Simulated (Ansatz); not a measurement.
Potential energy curve for GaH, singlet.

Methods: RKS-PBE = restricted PBE/def2-TZVP run with Ansatz (a program for electronic structure); UKS-PBE = unrestricted PBE/def2-TZVP (Ansatz); RKS-B3LYP = Ansatz with restricted B3LYP/def2-TZVP; FCI = full CI/def2-TZVP, cores with 3d frozen in Ansatz.

Energies relative to the lowest point of each curve near equilibrium, in kJ/mol; the last columns give the error against full CI:

```csv
R / Å,RKS-PBE,UKS-PBE,RKS-B3LYP,FCI,RKS-PBE − FCI,UKS-PBE − FCI,RKS-B3LYP − FCI
1.25,165.7,165.7,163.2,169.6,-3.8,-3.8,-6.3
1.33,97.8,97.8,95.4,98.8,-1.1,-1.1,-3.5
1.43,44.2,44.2,42.3,43.5,0.8,0.8,-1.2
1.52,17.0,17.0,15.7,15.8,1.2,1.2,-0.2
1.59,5.6,5.6,4.8,4.7,0.9,0.9,0.1
1.62,2.8,2.8,2.2,2.1,0.7,0.7,0.2
1.68,0.0,0.0,0.0,0.0,0.0,0.0,0.0
1.74,0.5,0.5,1.0,1.4,-0.9,-0.9,-0.3
1.80,3.5,3.5,4.6,5.5,-1.9,-1.9,-0.8
1.82,5.0,5.0,6.3,7.3,-2.3,-2.3,-1.0
1.93,16.3,16.3,18.6,20.7,-4.4,-4.4,-2.1
2.06,34.4,34.4,37.9,41.3,-6.9,-6.9,-3.4
2.30,74.0,74.0,79.5,84.7,-10.7,-10.7,-5.2
2.54,114.9,114.9,122.3,127.5,-12.6,-12.6,-5.2
2.73,145.6,145.6,154.5,158.1,-12.5,-12.5,-3.6
2.98,182.3,182.3,193.2,192.4,-10.1,-10.1,0.8
3.40,233.3,227.5,247.6,233.8,-0.6,-6.4,13.8
3.70,261.8,246.0,278.8,252.1,9.7,-6.1,26.7
4.12,292.3,261.9,312.9,266.0,26.3,-4.1,46.9
4.55,314.5,271.2,338.8,272.1,42.4,-0.9,66.7
4.94,328.9,276.1,356.2,274.4,54.5,1.8,81.8
5.93,349.8,278.4,383.4,275.8,74.0,2.5,107.6
6.71,357.5,278.5,394.7,276.0,81.5,2.5,118.7
```

RKS-PBE is furthest from FCI at 6.71 (81.5 kJ/mol, above); its mean absolute error over the points is 15.7 kJ/mol.

UKS-PBE is furthest from FCI at 2.54 (-12.6 kJ/mol, below); its mean absolute error over the points is 4.1 kJ/mol.

RKS-B3LYP is furthest from FCI at 6.71 (118.7 kJ/mol, above); its mean absolute error over the points is 21.6 kJ/mol.

The restricted form behind RKS-PBE, RKS-B3LYP keeps the bonding electrons paired and can't separate into open-shell fragments. The unrestricted determinant behind UKS-PBE is spin-contaminated at 3.40 to 6.71 Å (<S²> up to 1.0, against 0.00 for a pure singlet).
